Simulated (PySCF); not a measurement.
## Simulated absorption spectrum

C₃H₂F₂N₂OSe.
Geometry (PBE0-D3(BJ)/def2-SVP, Å), atoms numbered from 1 in this order:
```
atom  x, y, z in Å
F1     2.460   -0.989    1.125
C2     1.556   -0.011    1.084
F3     1.441    0.497    2.313
O4     0.348   -0.578    0.728
C5    -0.377   -0.005   -0.251
C6    -1.624   -0.629   -0.646
N7    -2.271   -0.035   -1.601
Se8   -1.317    1.416   -2.087
N9    -0.031    1.075   -0.876
H10    1.862    0.773    0.376
H11   -2.010   -1.542   -0.182
```

Computed with TDDFT PBE0/def2-SVPD, vertical, gas phase, core orbitals frozen in the response in PySCF. Relativistic effects, spin–orbit coupling among them, are left out although an element past zinc is present.

Broadening: Gaussians 0.3 eV wide at half height, area fixed by f = 4.319×10⁻⁹ ∫ε dν̃. The cross-section is σ = 3.8235×10⁻²¹ ε cm², given in Mb (10⁻¹⁸ cm²). The width is an assumption, not a result. The curve ends short of the highest state used, and states not computed would add to its high-energy end.

| E (eV) | σ (Mb) |
| --- | --- |
| 4.25 | 0.08 |
| 4.29 | 0.25 |
| 4.34 | 0.81 |
| 4.38 | 1.89 |
| 4.43 | 4.73 |
| 4.47 | 8.83 |
| 4.52 | 16.74 |
| 4.56 | 25.02 |
| 4.61 | 35.98 |
| 4.65 | 43.07 |
| 4.70 | 46.96 |
| 4.74 | 45.04 |
| 4.78 | 39.15 |
| 4.83 | 28.63 |
| 4.87 | 19.98 |
| 4.92 | 11.14 |
| 4.96 | 6.30 |
| 5.01 | 2.76 |
| 5.05 | 1.34 |
| 5.10 | 0.54 |
| 5.14 | 0.27 |
| 5.19 | 0.13 |
| 5.23 | 0.07 |
| 5.28 | 0.04 |
| 5.32 | 0.02 |
| 5.37 | 0.01 |
| 5.41 | 0.00 |
| 5.46 | 0.00 |
| 5.50 | 0.00 |
| 5.55 | 0.00 |
| 5.59 | 0.00 |
| 5.64 | 0.01 |
| 5.68 | 0.02 |
| 5.73 | 0.05 |
| 5.77 | 0.08 |
| 5.81 | 0.12 |

Task: Where are the band maxima, and which computed states make them?

Result: 264 nm (4.70 eV), ε about 12000, made up of S1 (24%) and S2 (76%) (ε in L mol⁻¹ cm⁻¹; maxima over ε = 5, shares over 10%). At its high-energy end, 5.81 eV, the curve is still rising (ε about 31, from S4 and S5). The states used: S1 4.70 eV (f 0.033); S2 4.70 eV (f 0.104); S3 5.05 eV (f 0.0005); S4 5.93 eV (f 0.0005); S5 6.26 eV (f 0.019); S6 6.41 eV (f 0.014).

Task: Coming from long wavelengths, where does ε first pass 100 L mol⁻¹ cm⁻¹?

Result: At about 288 nm (4.31 eV), 0.39 eV below S1.

Task: What would ε be at 4.70 eV, the highest of these maxima, with half the width (0.15 eV)?

Result: About 24500 L mol⁻¹ cm⁻¹ against 12300, a factor of about 2.00; a lone state at its own centre would give exactly 2.

Task: On this curve, what absorbance would a 10⁻³ mol/L sample give at 248 nm over a 1 cm path?

Result: 248 nm is 4.999 eV, where ε is about 870 L mol⁻¹ cm⁻¹, so A = ε c l ≈ 0.87 (Beer–Lambert, with the gas-phase spectrum and the assumed width).

Time: 38 s of wall time; peak memory 0.98 GiB. Hardware: an Intel Xeon 6975P-C with one thread (shared host).

One conformer stands for the species.
